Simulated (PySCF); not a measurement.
Consider `F[Si](F)(F)F` (F4Si). Coordinates in Å; atoms count from 1 in this order:
```
F     1.5524   -0.2553    0.2177
Si    0.0034    0.0007   -0.0070
F    -0.2477    1.5527   -0.2146
F    -0.8060   -0.5011    1.2616
F    -0.4831   -0.7918   -1.2920
```

Computed at ωB97X-D3(BJ)/ma-def2-TZVP // PBE0-D3(BJ)/def2-SVP with PySCF (density fitting, grid level 2). Zero-point and thermal terms (298.15 K, 1 bar) come from unscaled PBE0-D3(BJ)/def2-SVP harmonic frequencies, with soft modes damped to free rotors in the entropy.

Question: What are the vertical and the adiabatic ionisation energy for forming the radical cation?

Answer: 15.95 eV vertical and 15.25 eV adiabatic, the latter with zero-point energy.

Question: Where does the unpaired spin of the relaxed radical cation sit?

Answer: F3 (fluorine) 0.51, F1 (fluorine) 0.51 (intrinsic atomic orbital populations). This structure is symmetry-broken (see the note below).

Question: What oxidation potential follows in DMSO (IEF-PCM), given that Fc+/Fc comes at 4.53 V absolute with this functional and basis?

Answer: In the gas phase ΔG of oxidation is 15.175 eV, and solvation is -5.8 kJ/mol for the parent and -262.4 kJ/mol for the product, so the absolute potential is 12.52 V, or 7.98 V against Fc+/Fc. Fc+/Fc in DMSO, 4.53 V, is ωB97X-D3(BJ)/ma-def2-TZVP on PBE0-D3(BJ)/def2-SVP structures with GFN2-xTB thermal terms. Benchmark calculations put it near 5.0 V in acetonitrile and DMSO, so it is about 0.5 V low, and the value against it can read up to that much too high. The solvent is electrostatics only, on gas-phase structures; the absolute scale refers to an electron at rest in vacuum.

Question: How far is −ε(HOMO) from the vertical value by ΔSCF?

Answer: −ε(HOMO) = 15.45 eV, which is 0.50 eV below the ΔSCF value.

Known limits: F3 and F4 are equivalent in the parent, but the relaxed radical cation is symmetry-broken (Td to C2v), as a Jahn-Teller-type distortion or an artefact of the method; its spin populations, distances and adiabatic value belong to that structure.

Differences come from unrounded values, so a last digit can differ from that of the printed terms.
